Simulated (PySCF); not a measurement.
## Worked example: entropy of an ideal gas

Si(OH)4 cation (H4O4Si), SMILES O[Si](O)(O)O (connectivity only; charge and spin as stated), charge +1, multiplicity 2.

Geometry optimised at ωB97X-D3(BJ)/def2-SVP. The multiplicity is an assumed one; no other spin state was optimised. The isomer is the one that the SMILES or the coordinates give; other isomers of the formula were not compared. One conformer was computed; it need not be the lowest.

ωB97X-D3(BJ)/def2-SVP in PySCF gives the harmonic wavenumbers 204, 247, 267, 279, 293, 314, 350, 441, 583, 599, 617, 634, 778, 783, 791, 1044, 1147, 3715, 3740, 3911, 3920 cm⁻¹ and the rotational temperatures 0.2132, 0.2000, 0.1612 K. The molar mass is 96.11 g/mol, the symmetry number 2, the spin multiplicity 2.

Question: Work out the entropy at 298.15 K and 1 atm in the rigid-rotor, harmonic-oscillator model.

Answer: 
Translation (Sackur–Tetrode at 1 atm): S = R[1.5 ln M + 2.5 ln T − 1.16487] = 165.7 J/(mol K).
Rotation: q = (√π/σ) T^1.5/√(θA θB θC) = 55000, S = R[ln q + 3/2] = 103.2 J/(mol K).
Vibration: with u = 1.4388 ν/T, each mode gives R[u/(e^u − 1) − ln(1 − e^−u)]:
| ν (cm⁻¹) | modes | u | S (J/(mol K)) |
|---|---|---|---|
| 204 | 1 | 0.98 | 8.77 |
| 247 | 1 | 1.19 | 7.33 |
| 267 | 1 | 1.29 | 6.76 |
| 279 | 1 | 1.35 | 6.44 |
| 293 | 1 | 1.41 | 6.09 |
| 314 | 1 | 1.52 | 5.61 |
| 350 | 1 | 1.69 | 4.88 |
| 441 | 1 | 2.13 | 3.45 |
| 583 | 1 | 2.81 | 2.01 |
| 599 | 1 | 2.89 | 1.89 |
| 617 | 1 | 2.98 | 1.76 |
| 634 | 1 | 3.06 | 1.65 |
| 778 | 1 | 3.75 | 0.95 |
| 783 | 1 | 3.78 | 0.93 |
| 791 | 1 | 3.82 | 0.90 |
| 1044 | 1 | 5.04 | 0.33 |
| 1147 | 1 | 5.54 | 0.22 |
The stiffer modes add less than 0.005 each. Sum 60.0 J/(mol K).
Spin: R ln 2 = 5.8 J/(mol K).
Total 334.6 J/(mol K); the program's own thermochemistry gives 334.7. Translation makes up 50 % and vibration 18 %. Anharmonicity, hindered rotation and orbital degeneracy are left out.
